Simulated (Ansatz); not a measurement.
Geometry optimisation, Ansatz, RKS BHLYP/6-31G.

Input:

```yaml
crystal:
  periodic: [false, false, false]
  atoms:
    - { symbol: C, position_ang: [-0.2446, -2.3509, 0.0] }
    - { symbol: O, position_ang: [-1.3623, -1.4197, 0.3068] }
    - { symbol: C, position_ang: [-1.06, -0.1351, 0.252] }
    - { symbol: C, position_ang: [0.03, 0.6953, 0.0283] }
    - { symbol: Si, position_ang: [1.5539, 1.09, -0.3996] }
    - { symbol: Si, position_ang: [-1.5874, 1.5108, 0.4755] }
    - { symbol: H, position_ang: [-0.6491, -3.3267, 0.0573] }
    - { symbol: H, position_ang: [0.101, -2.1241, -1.0414] }
    - { symbol: H, position_ang: [0.5339, -2.1885, 0.7463] }
    - { symbol: H, position_ang: [2.2229, 1.8595, 0.7255] }
    - { symbol: H, position_ang: [2.3675, -0.1075, -0.6274] }
    - { symbol: H, position_ang: [1.621, 1.9513, -1.583] }
    - { symbol: H, position_ang: [-2.1122, 2.3111, -0.7022] }
    - { symbol: H, position_ang: [-1.4276, 2.2053, 1.7907] }
basis:
  gaussian: { orbitals: "6-31G" }
hamiltonian:
  xc: { name: BHLYP }
relax:
  f_tol: 0.02
  max_steps: 40
scf:
  lower_state_search: "off"
```

Command:

```bash
$ ansatz run input.yaml --threads 1 --pin off --max-ram 2048MiB --backend cpu --events-out ev --progress --plain --runs-dir out
```

Question: Where does it end, and by what steps?

Answer: The run converged. Limits of this set-up: no polarisation functions. After 8 steps the energy has fallen by 1.319 eV; H14 moved furthest, 0.47 Å. The start is strongly strained (largest force component 9 eV/Å).

```tsv
step	energy less start (eV)	largest force component (eV/Å)	accepted
0	0.0000	8.757	yes
1	-0.9533	3.612	yes
2	-1.2625	0.887	yes
3	-1.0731	2.480	no
4	-1.3136	0.251	yes
5	-1.2953	0.940	no
6	-1.3179	0.068	yes
7	-1.3185	0.022	yes
8	-1.3185	0.005	yes
```

```xyz
14
Properties=species:S:1:pos:R:3
C -0.186 -2.258 -0.028
O -1.294 -1.379 0.294
C -1.060 -0.058 0.279
C -0.058 0.794 0.045
Si 1.731 0.972 -0.420
Si -1.674 1.671 0.500
H -0.580 -3.260 0.043
H 0.172 -2.062 -1.033
H 0.624 -2.120 0.682
H 2.474 1.692 0.656
H 2.393 -0.351 -0.639
H 1.861 1.772 -1.673
H -2.523 2.320 -0.533
H -1.894 2.237 1.857
```

Whether the end is a true minimum wasn't checked by a vibrational analysis.

Run time: 42 s on 1 thread of Arm Neoverse V1, on a shared host, peak memory 0.17 GiB.
